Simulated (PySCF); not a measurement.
MoF3H3, SMILES [F][MoH3]([F])[F], multiplicity 1. The structure is a stationary point at PBE-D3(BJ)/def2-SVP. The multiplicity is an assumed one; no other spin state was optimised. The structure was generated by enumeration; whether it is a known compound was not checked. The def2 effective core potentials stand for the cores of Mo; spin–orbit coupling is left out.

Computed equilibrium geometry at PBE-D3(BJ)/def2-SVP (PySCF confirms it by a frequency run) as Cartesian coordinates in Å, and its point group:
point group C3v.
```xyz
7

Mo     0.0000     0.0000     0.0846
F     -1.5810    -0.9128    -0.2938
F      0.0000     1.8256    -0.2938
F      1.5810    -0.9128    -0.2938
H      0.0000    -0.9267     1.4600
H     -0.8025     0.4633     1.4600
H      0.8025     0.4633     1.4600
```
Charge 0, spin multiplicity 1.
